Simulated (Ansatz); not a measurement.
HfH2Cl2O2 (SMILES Cl[Hf](Cl)(O)O): the energy to break a bond

HfH2Cl2O2 has 7 atoms, charge 0, and is taken as a singlet. SMILES: `Cl[Hf](Cl)(O)O`. Geometry: optimised at r2SCAN/def2-SVP. This is one conformer, not always the lowest.

```xyz
7

Cl   -1.4727   -2.1799    0.0035
Hf    0.0992   -0.4060   -0.0237
Cl    2.3094   -1.2436   -0.2024
O    -0.2598    0.7140   -1.5248
O    -0.0570    0.5822    1.5998
H    -0.4573    1.3631   -2.2015
H    -0.1618    1.1702    2.3491
```

Wanted: the dissociation energy of the Hf2–Cl1 bond into doublet HfH2ClO2 and doublet Cl (shapes relaxed at r2SCAN/def2-SVP, no zero-point term). 1 Eh = 2625.50 kJ/mol = 27.2114 eV. Totals in Eh; open shells run unrestricted unless said.

| level | program | HfH2Cl2O2 | doublet HfH2ClO2 | doublet Cl |
| --- | --- | --- | --- | --- |
| HF/def2-SVP (core potential) | Ansatz | -1117.271896 | -657.801773 | -459.319303 |
| PBE/def2-SVP (core potential) | Ansatz | -1119.452402 | -659.460586 | -459.797020 |

Task: Work out the dissociation energy at each level.

Result: 
1. HF/def2-SVP (core potential): (-657.801773) + (-459.319303) − (-1117.271896) = 0.150820 Eh = 396.0 kJ/mol = 4.10 eV.
2. PBE/def2-SVP (core potential): (-659.460586) + (-459.797020) − (-1119.452402) = 0.194796 Eh = 511.4 kJ/mol = 5.30 eV.

The levels span 396 to 511 kJ/mol; no measured value is set beside them. Hartree–Fock lacks the correlation of the electrons that are unpaired, so it comes out low. A bond enthalpy at 298 K also holds the loss of zero-point energy and thermal terms.
